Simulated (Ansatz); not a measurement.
A set of 12 reactions (bond dissociation), with CCSD(T)/CBS values in kJ/mol:

```tsv
reaction	ΔE
`C[O][GeH]([F])[SH]` → `C[O][Ge]([F])[SH]`• + H•	373.8
`[OH][Ge]([F])([F])[F]` → `[F][Ge]([F])[F]`• + `[OH]`•	477.4
`[F][SnH]([Cl])[GeH3]` → Cl• + `[F][SnH][GeH3]`•	402.9
`O[SiH2][GeH2][F]` → `[F][GeH2]`• + `O[SiH2]`•	328.8
`BrBBr` → `[BH]Br`• + Br•	462.4
`N#[C][SnH3]` → H• + `N#[C][SnH2]`•	342.1
`O[Si](O)(O)[SeH]` → `[SeH]`• + `O[Si](O)O`•	383.5
`[NH2][Al]([SH])[O][SiH3]` → `[NH2][Al][O][SiH3]`• + `[SH]`•	416.7
`[F][Ga]([Cl])[Br]` → Cl• + `[F][Ga][Br]`•	426.4
`[AlH2][O][SiH2]S` → `[O][AlH2]`• + `[SiH2]S`•	579.7
`[OH][Al]([SH])[O][SiH3]` → `[OH][Al][O][SiH3]`• + `[SH]`•	412.8
`C[SiH2]C` → `[CH3]`• + `C[SiH2]`•	396.2
```

Isolated molecules relaxed with PBE0-D4/def2-TZVP in Ansatz; ΔE leaves out vibrations. CBS: MP2 limit from def2 TZ/QZ plus the TZ coupled-cluster correction, frozen cores. This one scheme is used for every species, atoms too. Functionals use def2-TZVPP. No spin–orbit coupling; open shells (•) take unrestricted orbitals. Spin–orbit coupling would lower the free atoms: a little for Cl; clearly for Br. def2 core potentials past Kr. Bonds to Br, Ga, Ge, Se, Sn are less sure, by a few kJ/mol each and by 10 to 20 or more in all where they break to atoms, as the def2 sets lack core-valence functions. Scalar relativity is left out up to krypton. Each species was taken in one conformer, which may not be the lowest.

(1) Give the mean, mean absolute and largest difference (level minus CCSD(T)/CBS, kJ/mol) for: PBE-D4, r2SCAN-D4, ωB97X-V, ωB97M-V, B2PLYP, HF/def2-TZVPP, MP2/def2-TZVPP, SCS-MP2/def2-TZVPP, CCSD(T)/def2-TZVPP, HF/def2-QZVPP, MP2/def2-QZVPP, HF/CBS(def2), MP2/CBS(def2), CCSD/CBS(def2). (Best estimate.)

The largest T1 diagnostic in the set is 0.018, for `[O][AlH2]`• (customary mark 0.045).

CCSD(T)/CBS is a level of theory with its own doubt, and the functionals carry their triple-zeta basis error, so these figures describe this set and don't rank the functionals.

## Answers

(1) Ansatz gave: 
| level | mean | mean absolute | largest |
| --- | --- | --- | --- |
| PBE-D4 | -24.5 | 24.5 | -46.5 |
| r2SCAN-D4 | -25.6 | 25.6 | -40.7 |
| ωB97X-V | -6.9 | 7.6 | -19.2 |
| ωB97M-V | -8.1 | 10.7 | -25.0 |
| B2PLYP | -23.1 | 23.1 | -29.0 |
| HF/def2-TZVPP | -115.0 | 115.0 | -142.3 |
| MP2/def2-TZVPP | 0.3 | 8.2 | 22.7 |
| SCS-MP2/def2-TZVPP | -5.1 | 7.3 | -11.8 |
| CCSD(T)/def2-TZVPP | -13.5 | 13.5 | -21.8 |
| HF/def2-QZVPP | -115.6 | 115.6 | -142.6 |
| MP2/def2-QZVPP | 7.8 | 12.0 | 32.8 |
| HF/CBS(def2) | -115.7 | 115.7 | -142.7 |
| MP2/CBS(def2) | 13.7 | 16.1 | 39.2 |
| CCSD/CBS(def2) | -7.2 | 7.4 | -12.1 |
